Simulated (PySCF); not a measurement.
C6H6NO2 (doublet state).
Z-matrix (Å and degrees, GFN2-xTB geometry), rows numbered from 1:
```
C 
C   1  1.3281
C   2  1.3803  1  153.78
C   3  1.4145  2  146.40  1   -31.10
O   4  1.2187  3  125.30  2  -143.91
C   3  1.4753  2   64.26  1   178.36
N   6  1.4228  2  123.62  3  -105.42
C   7  1.3524  6  121.62  2  -126.22
O   8  1.2034  7  124.86  6     2.63
H   1  1.0777  2  121.22  3   -12.48
H   1  1.0768  2  121.17  3   170.05
H   4  1.1076  3  113.51  2    37.97
H   6  1.0869  2  115.77  3   112.73
H   7  1.0090  6  117.64  2    59.44
H   8  1.1042  7  111.89  6  -178.09
```

The hyperfine couplings belong to this conformer and change with its torsions.

The species is `C=C1[C](C=O)[C@@H]1NC=O` [radical].

The calculation used PySCF, UKS B3LYP, pcH-1 on C H N O, non-relativistic, mean-field spin-orbit, GIAO. Isolated species at its GFN2-xTB geometry (one conformer only). The geometry wasn't refined by DFT: couplings that depend on bond lengths, twists or pyramidal angles can differ widely from those at the functional's own minimum. The frame is twisted about the C3–C4 bond at this geometry (dihedral C6–C3–C4–O5 = -11°); couplings at other torsion angles weren't computed. The SCF solution wasn't tested for stability. ⟨S²⟩ is 0.776 where a pure state has 0.75.

What is the g tensor, term by term?

```tsv
Δg (ppm)	1	2	3
relativistic mass correction	-185	-185	-185
gauge correction	-5	40	34
orbital Zeeman/spin–orbit	182	1753	4831
total	-8	1607	4680
```

So g = 2.00231, 2.00393, 2.00700 and g_iso = 2.00441; the tensor is rhombic: the two nearest values differ by 34 % of g3 − g1. Axes: g2 points within 9° of the C3–C6 bond and g3 points within 9° of the C4–O5 bond.

At 9.347 GHz, how far is the centre of the isotropic spectrum from where a free electron (g = 2.002319) resonates?

B = hν/(g μB) with μB/h = 13.99624 MHz/mT gives 333.52 mT for the free electron and 333.18 mT at g_iso, 0.35 mT lower.

What are the electron Larmor frequencies g μB B/h along the three axes at 340 mT?

9.5284, 9.5361, 9.5508 GHz for g1, g2 and g3, a range of 22.3 MHz.

In a frozen sample, at which fields do the three g values resonate at 9.5, 34, 94 and 263 GHz (hyperfine left aside), and which band first spreads them over more than twice a line width of 0.3 mT?

```csv
band,GHz,B(g3) mT,B(g2) mT,B(g1) mT,spread mT
X,9.5,338.19,338.71,338.98,0.79
Q,34.0,1210.38,1212.23,1213.21,2.83
W,94.0,3346.33,3351.46,3354.17,7.84
J,263.0,9362.61,9376.97,9384.53,21.92
```

The spread grows in proportion to the frequency. X band is the first where it exceeds 0.6 mT.

Largest spin populations (Mulliken): C3 (+0.54), C1 (+0.49), O5 (+0.23) and C2 (-0.18). Three atoms exceed +0.15. The positive populations add up to 1.30 and the negative ones to -0.30, together 2S = 1.

The HOMO–LUMO gaps are 5.04 eV among the α and 2.89 eV among the β orbitals.
